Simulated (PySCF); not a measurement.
PySCF 2.14 output of an unrestricted r2SCAN calculation on a single atom or ion in x2c-QZVPPall, with the spin-free X2C one-electron Hamiltonian (Gaussian nucleus):

```
SCF conv_tol = 1e-09
number electrons alpha = 23  beta = 18
    J. W. Furness, A. D. Kaplan, J. Ning, J. P. Perdew, and J. Sun.,  J. Phys. Chem. Lett. 11, 8208-8215 (2020)
    J. W. Furness, A. D. Kaplan, J. Ning, J. P. Perdew, and J. Sun.,  J. Phys. Chem. Lett. 11, 9248-9248 (2020)
    J. W. Furness, A. D. Kaplan, J. Ning, J. P. Perdew, and J. Sun.,  J. Phys. Chem. Lett. 11, 8208-8215 (2020)
    J. W. Furness, A. D. Kaplan, J. Ning, J. P. Perdew, and J. Sun.,  J. Phys. Chem. Lett. 11, 9248-9248 (2020)
cycle= 1 E= -4284.10176193101  delta_E= -0.0137  |g|= 0.035  |ddm|= 0.189
cycle= 2 E= -4284.10190227437  delta_E= -0.00014  |g|= 0.0102  |ddm|= 0.0234
cycle= 3 E= -4284.10191146844  delta_E= -9.19e-06  |g|= 0.000724  |ddm|= 0.00699
cycle= 4 E= -4284.10191170939  delta_E= -2.41e-07  |g|= 0.000521  |ddm|= 0.00176
cycle= 5 E= -4284.10191175342  delta_E= -4.4e-08  |g|= 6.43e-05  |ddm|= 0.000452
cycle= 6 E= -4284.10191175473  delta_E= -1.31e-09  |g|= 4.44e-06  |ddm|= 0.000126
cycle= 7 E= -4284.10191175474  delta_E= -1e-11  |g|= 6.38e-07  |ddm|= 1.12e-05
converged SCF energy = -4284.10191175474  <S^2> = 8.7512894  2S+1 = 6.0004298
```

The run itself started from symmetry-adapted Hartree-Fock orbitals and held the occupation by maximum overlap, on a logarithmic radial grid, so the iterations belong to that start.

Q: Which element, charge and spin multiplicity is this?

A: Tc(2+) (technetium, charge +2), multiplicity 6; the state was [Kr] 4d4 5p1, one real determinant (an excited configuration).

⟨L²⟩ = 8.02 against 12 for a pure F term, so this real determinant mixes terms.
